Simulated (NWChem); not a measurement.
System: GaH3; SMILES [GaH3]

Parts of the log:

```
             Northwest Computational Chemistry Package (NWChem) 7.3.0
             --------------------------------------------------------

 D3H symmetry detected

                             Geometry "geometry" -> ""
                             -------------------------

 Output coordinates in angstroms (scale by  1.889725989 to convert to a.u.)

  No.       Tag          Charge          X              Y              Z
 ---- ---------------- ---------- -------------- -------------- --------------
    1 Ga                  31.0000     0.00000000     0.00000000     0.00000000
    2 H                    1.0000     1.11763930     1.11763930     0.00000000
    3 H                    1.0000     0.40908438    -1.52672368     0.00000000
    4 H                    1.0000    -1.52672368     0.40908438     0.00000000

 Effective nuclear repulsion energy (a.u.)      31.7162213638

      Symmetry information
      --------------------

 Group name             D3h
 Group number             27
 Group order              12
 No. of unique centers     2

                                 NWChem DFT Module
                                 -----------------

 Summary of "ao basis" -> "ao basis" (spherical)
 ------------------------------------------------------------------------------
       Tag                 Description            Shells   Functions and Types
 ---------------- ------------------------------  ------  ---------------------
 Ga                         def2-svp                12       32   5s4p3d
 H                          def2-svp                 3        5   2s1p

      Symmetry analysis of basis
      --------------------------

        a1'        11
        a1"         0
        a2'         1
        a2"         5
        e'         22
        e"          8

  Rotation of axis

            General Information
            -------------------
          SCF calculation type: DFT
          Wavefunction type:  closed shell.
          No. of atoms     :     4
          No. of electrons :    34
           Alpha electrons :    17
            Beta electrons :    17
          Charge           :     0
          Spin multiplicity:     1
          Use of symmetry is: on ; symmetry adaption is: on
          Maximum number of iterations: 150
          AO basis - number of functions:    47
                     number of shells:    21
          Convergence on energy requested:  1.00D-06
          Convergence on density requested:  1.00D-05
          Convergence on gradient requested:  5.00D-04

              XC Information
              --------------
                         SCAN Method XC Functional
                  SCAN metaGGA Exchange Functional  1.000
                        SCAN Correlation Potential  1.000

             Grid Information
             ----------------
          Grid used for XC integration:  fine
          Radial quadrature: Mura-Knowles
          Angular quadrature: Lebedev.
          Tag              B.-S. Rad. Rad. Pts. Rad. Cut. Ang. Pts.
          ---              ---------- --------- --------- ---------
          Ga                  1.30      140           8.0       974
          H                   0.35       60           9.0       590
          Grid pruning is: on
          Number of quadrature shells:   200
          Spatial weights used:  Erf1

      Superposition of Atomic Density Guess
      -------------------------------------

 Sum of atomic energies:       -1924.47369808

      Non-variational initial energy
      ------------------------------

 Total energy =   -1924.560893
 1-e energy   =   -2748.857872
 2-e energy   =     792.580758
 HOMO         =      -0.351454
 LUMO         =      -0.020353

      Symmetry analysis of molecular orbitals - initial
      -------------------------------------------------

  Numbering of irreducible representations:

     1 a1'         2 a1"         3 a2'         4 a2"         5 e'
     6 e"

  Orbital symmetries:

     1 a1'         2 a1'         3 e'          4 e'          5 a2"
     6 a1'         7 e'          8 e'          9 a2"        10 e'
    11 e'         12 a1'        13 e"         14 e"         15 a1'
    16 e'         17 e'         18 a2"        19 a1'        20 e'
    21 e'         22 a1'        23 e'         24 e'         25 a2"
    26 e"         27 e"

     ---------------------------------------------
      Total Density - Mulliken Population Analysis
     ---------------------------------------------

    Atom       Charge   Shell Charges
 -----------   ------   -------------------------------------------------------
    1 Ga  31    30.41   2.00  2.00  2.00  1.01  0.25  6.00  5.98  0.69  0.46  8.09  1.83  0.10
    2 H    1     1.20   0.70  0.49  0.01
    3 H    1     1.20   0.70  0.49  0.01
    4 H    1     1.20   0.70  0.49  0.01

   convergence    iter        energy       DeltaE   RMS-Dens  Diis-err
 ---------------- ----- ----------------- --------- --------- ---------
 d= 0,ls=0.0,diis     1  -1926.5154368623 -1.96D+03  1.12D-02  9.35D-02
 d= 0,ls=0.0,diis     2  -1926.5319530432 -1.65D-02  2.17D-03  2.75D-02
 d= 0,ls=0.0,diis     3  -1926.5338026011 -1.85D-03  7.51D-04  5.16D-03
 d= 0,ls=0.0,diis     4  -1926.5339868637 -1.84D-04  4.87D-04  8.91D-04
 d= 0,ls=0.0,diis     5  -1926.5340637942 -7.69D-05  2.50D-05  1.14D-06
 d= 0,ls=0.0,diis     6  -1926.5340640055 -2.11D-07  1.78D-06  1.20D-08

         Total DFT energy =    -1926.534064005484
      One electron energy =    -2748.200922153344
           Coulomb energy =      866.231497979630
    Exchange-Corr. energy =      -76.280861195599
 Nuclear repulsion energy =       31.716221363830

 Numeric. integr. density =       34.000001200357

                  Occupations of the irreducible representations
                  ----------------------------------------------

                     irrep           alpha         beta
                     --------     --------     --------
                     a1'               5.0          5.0
                     a1"               0.0          0.0
                     a2'               0.0          0.0
                     a2"               2.0          2.0
                     e'                8.0          8.0
                     e"                2.0          2.0

                       DFT Final Molecular Orbital Analysis
                       ------------------------------------

 Vector   15  Occ=2.000000D+00  E=-4.264252D-01  Symmetry=a1'
              MO Center= -3.6D-17, -1.0D-16,  6.1D-17, r^2= 2.1D+00
   Bfn.  Coefficient  Atom+Function         Bfn.  Coefficient  Atom+Function
  ----- ------------  ---------------      ----- ------------  ---------------
     4      0.683880  1 Ga s                  3     -0.395311  1 Ga s
    33      0.179261  2 H  s                 38      0.179261  3 H  s
    43      0.179261  4 H  s                  2      0.086291  1 Ga s
     5      0.079269  1 Ga s                 20      0.067411  1 Ga d  0
    34      0.065792  2 H  s                 39      0.065792  3 H  s

 Vector   16  Occ=2.000000D+00  E=-2.807361D-01  Symmetry=e'
              MO Center= -2.8D-01,  4.7D-01, -2.1D-16, r^2= 2.6D+00
   Bfn.  Coefficient  Atom+Function         Bfn.  Coefficient  Atom+Function
  ----- ------------  ---------------      ----- ------------  ---------------
    43     -0.344327  4 H  s                 12      0.314141  1 Ga px
    33      0.293599  2 H  s                 44     -0.228853  4 H  s
    34      0.195137  2 H  s                  9     -0.179334  1 Ga px
    15      0.141520  1 Ga px                18     -0.084498  1 Ga d -2
    22      0.065643  1 Ga d  2               6      0.058625  1 Ga px

 Vector   17  Occ=2.000000D+00  E=-2.807361D-01  Symmetry=e'
              MO Center=  2.8D-01, -4.7D-01, -9.3D-22, r^2= 2.6D+00
   Bfn.  Coefficient  Atom+Function         Bfn.  Coefficient  Atom+Function
  ----- ------------  ---------------      ----- ------------  ---------------
    38      0.368306  3 H  s                 13     -0.314141  1 Ga py
    39      0.244791  3 H  s                 33     -0.228085  2 H  s
    10      0.179334  1 Ga py                34     -0.151594  2 H  s
    16     -0.141520  1 Ga py                43     -0.140222  4 H  s
    44     -0.093197  4 H  s                 22      0.084498  1 Ga d  2

 Vector   18  Occ=0.000000D+00  E=-8.630704D-02  Symmetry=a2"
              MO Center= -1.3D-15,  1.4D-15,  4.1D-15, r^2= 3.3D+00
   Bfn.  Coefficient  Atom+Function         Bfn.  Coefficient  Atom+Function
  ----- ------------  ---------------      ----- ------------  ---------------
    17      0.630055  1 Ga pz                14      0.500058  1 Ga pz
    11     -0.238645  1 Ga pz                 8      0.076921  1 Ga pz

 Vector   19  Occ=0.000000D+00  E= 3.017033D-02  Symmetry=a1'
              MO Center=  2.8D-16,  2.6D-16,  1.2D-17, r^2= 3.7D+00
   Bfn.  Coefficient  Atom+Function         Bfn.  Coefficient  Atom+Function
  ----- ------------  ---------------      ----- ------------  ---------------
     4      1.185923  1 Ga s                  5      0.733839  1 Ga s
    34     -0.730151  2 H  s                 39     -0.730151  3 H  s
    44     -0.730151  4 H  s                  3     -0.395139  1 Ga s
    33     -0.234030  2 H  s                 38     -0.234030  3 H  s
    43     -0.234030  4 H  s                 20     -0.114493  1 Ga d  0

[...]

                         DFT ENERGY GRADIENTS

    atom               coordinates                        gradient
                 x          y          z           x          y          z
   1 Ga      0.000000   0.000000   0.000000    0.000000   0.000000   0.000000
   2 H       2.112032   2.112032   0.000000    0.003602   0.003602   0.000000
   3 H       0.773057  -2.885089   0.000000    0.001318  -0.004920   0.000000
   4 H      -2.885089   0.773057   0.000000   -0.004920   0.001318   0.000000
```

Level: SCAN/def2-SVP. Structure relaxed at the PBE-D3(BJ)/def2-SVP level.

### Question
Which NWChem input produces such a log?

### Answer
This is not unique; one that fits is the input that was run:
```
start job
memory heap 200 mb stack 900 mb global 1100 mb
geometry units angstroms noautoz
  Ga     0.000000     0.000000     0.000000
  H      1.117639     1.117639     0.000000
  H      0.409084    -1.526724     0.000000
  H     -1.526724     0.409084     0.000000
end
basis spherical
  * library def2-svp
end
dft
  xc scan
  grid fine
  iterations 150
  mulliken
end
task dft gradient
```
